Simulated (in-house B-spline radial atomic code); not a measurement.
Results of a calculation; reference values are marked as such.
## Making a Troullier-Martins s channel for Zr, r_c = 1.23 bohr

Zr, [Kr] 4d2 5s2, non-relativistic LDA (VWN5), spherical and spin-unpolarised, from a B-spline radial code for spherical atoms (atomic units). The all-electron 4s level is ε = -1.918971 hartree, its outermost node lies just inside 0.57 bohr and its outer maximum at 1.09 bohr.

Inside r_c the pseudo-orbital is u(r) = r^1 exp(p(r)), with p = c0 + c2 r² + c4 r⁴ + … + c12 r¹². The seven coefficients follow from p and its first four derivatives at r_c, from zero curvature of the screened potential at the origin, c4 = −c2²/(2l + 5), and from the norm inside r_c. At r_c the all-electron orbital has P = 1.005822, P' = -0.4854007, the screened potential V = -3.294743, V' = 5.964414, V'' = -14.41623, and the norm inside is Q = 0.5274541.

What are p, p' and p'' at r_c?

p = ln(P/r_c^1) = ln(1.005822/1.23) = -0.20121. p' = P'/P − 1/r_c = -0.48259 − 0.81301 = -1.29560. The radial equation gives p'' = 2(V − ε) − 2(1) p'/r_c − p'² = -2.75154 − (-2.10667) − 1.67858 = -2.32346. Differentiating, p''' = 2V' + 2(1)p'/r_c² − 2(1)p''/r_c − 2p'p'' = 7.9735, and p'''' = 2V'' − 4(1)p'/r_c³ + 4(1)p''/r_c² − 2(1)p'''/r_c − 2p''² − 2p'p''' = -35.292.

For a trial c2 the five matching conditions are linear in c0, c6, c8, c10 and c12, and c2 is varied until the norm inside r_c equals Q. The root nearest zero gives:

```csv
n,c_n
0,-0.8642632
2,2.243648
4,-1.006791
6,-1.411416
8,1.57177
10,-0.603786
12,0.08437466
```

Check c4 and p(r_c), and find the screened pseudopotential at the origin.

−c2²/5 = -1.00679, as listed. The terms c_n r_c^n are -0.86426, 3.39441, -2.30441, -4.88749, 8.23436, -4.78558, 1.01175, which sum to -0.20121. Inverting the radial equation, V_l(r) = ε + 1 p'/r + (p'' + p'²)/2, so V_l(0) = ε + (2l + 3) c2 = -1.918971 + 3 × (2.24365) = 4.8120 hartree, finite where the all-electron potential diverges.

Orbitals and screened potentials:

```
r (bohr)        P       u  V all-electron  V pseudo
   0.123   0.3485  0.0536          -205.2     4.801
   0.308  -0.5105  0.1589          -49.76      4.41
   0.492  -0.2694  0.3314          -21.14     2.552
   0.676   0.4031  0.5956          -11.44    -1.126
   0.861   0.8638  0.8821          -7.034    -4.392
   1.045    1.033   1.032          -4.699    -4.617
    1.23    1.006   1.006          -3.295    -3.295
```

Logarithmic derivatives P'/P at R = 1.53 bohr, for energies E around ε:

```json
{"E − ε (hartree)": "-0.5", "all-electron": "-0.100857", "pseudo": "-0.103188"}
{"E − ε (hartree)": "-0.25", "all-electron": "-0.53863", "pseudo": "-0.53943"}
{"E − ε (hartree)": "-0.1", "all-electron": "-0.853236", "pseudo": "-0.853394"}
{"E − ε (hartree)": "0", "all-electron": "-1.09138", "pseudo": "-1.09138"}
{"E − ε (hartree)": "0.1", "all-electron": "-1.35757", "pseudo": "-1.35779"}
{"E − ε (hartree)": "0.25", "all-electron": "-1.82317", "pseudo": "-1.8249"}
{"E − ε (hartree)": "0.5", "all-electron": "-2.85733", "pseudo": "-2.86856"}
```

With P(R) = 0.7849074 and a norm of 0.7740643 inside R, what slope in energy does norm conservation fix?

d(P'/P)/dE = −2 × (norm inside R)/P(R)² = -2.5129 per hartree·bohr at E = ε, for both atoms, since orbital and norm agree at R. Differences over ±0.1 hartree give -2.5217 (all-electron) and -2.5220 (pseudo), which also hold third-order terms. Half a hartree below ε the two curves differ by -0.0023.
